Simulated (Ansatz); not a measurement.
The cluster Si9⁺, relaxed as a doublet with UKS PBE-D4/def2-SVP in Ansatz, starting from the GFN2-xTB geometry. Force threshold 0.03 eV/Å.

The relaxation made no stability test and no search for a lower SCF solution. At PBE0-D4/def2-TZVP a quartet of charge 1 lies 0.17 eV below the doublet, each at its own geometry. The structure comes from a short search, and lower isomers may exist.

Start:

```xyz
9

Si   -1.055   -1.620   -1.069
Si    1.424    2.867    0.368
Si   -0.832   -2.410    0.996
Si    0.591   -0.612    3.051
Si    0.590    2.268   -1.633
Si   -1.061   -0.459   -2.969
Si   -0.353   -2.705    3.169
Si   -0.278    1.603   -3.571
Si    0.973    1.067    1.658
```

(1) Estimate the energy that the relaxation releases and the steps that it takes.

(2) Does the start keep its bonding?

(3) Predict the relaxed structure.

## Answers

(1) 5.76 eV, in 49 steps; 2.7 min on 4 threads of Arm Neoverse V2 on a shared host. The force fell under the threshold at step 24, but the optimiser went on and released 1.248 eV more. No frequencies were taken in this run, so the end may be a saddle point.

(2) Bonds formed: Si1–Si4, Si1–Si7, Si1–Si9, Si3–Si4, Si3–Si6, Si4–Si5, Si4–Si8, Si5–Si9 (atoms count from 1).

(3) 
```xyz
9

Si    1.094   -1.697    0.736
Si    2.016    2.808   -0.269
Si   -1.234   -1.959   -0.354
Si   -0.795    0.158    0.893
Si   -0.175    1.948   -0.664
Si    0.414   -0.519   -1.513
Si   -1.025   -1.827    2.148
Si   -1.928    0.460   -1.403
Si    1.633    0.628    0.425
```
Bond lengths: 18 × Si–Si 2.32 to 2.65 Å.
